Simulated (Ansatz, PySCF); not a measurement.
Spin gap between two states, R1 and P1; the higher of the two is an excited state, each structure at its B3LYP-D3(BJ)/def2-TZVP stationary point, reached from a drawn start (curvature not checked).
R1, CF2 (SMILES F[C]F) (charge 0, multiplicity 1):
```xyz
3

C      0.000     0.000    -0.531
F      1.032     0.000     0.265
F     -1.032     0.000     0.265
```
P1, CF2 (SMILES F[C]F) (charge 0, multiplicity 3):
```xyz
3

C      0.00000     0.00000    -0.44178
F      1.13899     0.00000     0.22089
F     -1.13899     0.00000     0.22089
```

P less R. No zero-point or thermal terms; singlets are restricted closed shells; open shells are unrestricted.

Cores are frozen in the correlated methods.

Codes used: Ansatz (Gaussian basis) for Hartree–Fock, density functionals and correlated methods; PySCF for the D3/D4 terms. All values are computed, each at the level named.

```
level                   spin gap (kcal/mol)
----------------------  -------------------
PBE-D4/def2-TZVPP                     51.46
revPBE/def2-TZVPP                     50.83
PBE0-D3(BJ)/def2-TZVPP                48.63
BHLYP/def2-TZVPP                      49.88
wB97M-V/def2-TZVPP                    60.06
B2PLYP/def2-TZVPP                     53.67
MP2/cc-pVDZ                           51.99
MP2/cc-pVTZ                             [?]
CCSD(T)/cc-pVDZ                         [?]
```

Task: Complete the blanks.

Result: 
- MP2/cc-pVTZ, spin gap (kcal/mol): 54.06
- CCSD(T)/cc-pVDZ, spin gap (kcal/mol): 54.86

Ansatz is an electronic-structure program.
